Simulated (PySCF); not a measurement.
# Ionising LiCd

r²SCAN; Li def2-SVPD, Cd def2-SVPD with ECP28; scalar-relativistic core potentials (PySCF 2.14). Neutral (UKS): doublet (σ ↑), Re = 3.008 Å, ωe = 172 cm⁻¹, De = 0.26 eV, HOMO -3.07 eV, LUMO -1.65 eV.

LiCd⁺ (UKS): singlet (closed shell), Re = 2.794 Å, ωe = 242 cm⁻¹, De = 0.60 eV to Li⁺ + Cd. The energies at the minima are -175.27587 hartree for LiCd and -175.09434 for LiCd⁺.

(1) Work out the adiabatic ionisation energy, without and with harmonic zero-point energies (1 hartree = 27.2114 eV, 1 eV = 8065.5 cm⁻¹), and the change of the bond length.

LiCd⁻ (UKS): singlet (closed shell), Re = 3.441 Å, ωe = 106 cm⁻¹. The energies at the minima are -175.27587 hartree for LiCd and -175.29086 for LiCd⁻.

(2) Work out the adiabatic electron affinity, without and with harmonic zero-point energies (1 hartree = 27.2114 eV, 1 eV = 8065.5 cm⁻¹), and the change of the bond length.

Closed-shell solutions of metal pairs were not tested for spin polarisation, which can lower them a little. Weak bonds: LiCd. Basis-set superposition, not corrected here, can be much of De in a small basis, most of all at correlated wavefunction levels. For an ion De counts to the pair picked by the measured ionisation energies or electron affinities, which need not be the lowest pair at this level. The highest Kohn–Sham level is positive in this anion. Much of that is self-interaction error, but it also means that the finite basis helps to hold the extra electron. States were picked by a PBE0 search and need not be the measured ground states.

## Answers

(1) At r²SCAN: 0.18153 hartree = 4.940 eV between the minima; the zero-point term (242.0 − 172.0)/2 cm⁻¹ = +0.004 eV makes it 4.944 eV. Re changes by -21.4 pm against the neutral. The electron leaves a σ orbital, and the shorter bond of the ion fits an antibonding orbital, or a change in how ionic the bond is.

(2) At r²SCAN: 0.01499 hartree = 0.408 eV between the minima; the zero-point term (172.0 − 106.0)/2 cm⁻¹ = +0.004 eV makes it 0.412 eV. Re changes by +43.3 pm against the neutral. The electron enters a σ orbital, and the longer bond of the ion fits an antibonding orbital, or a change in how ionic the bond is.
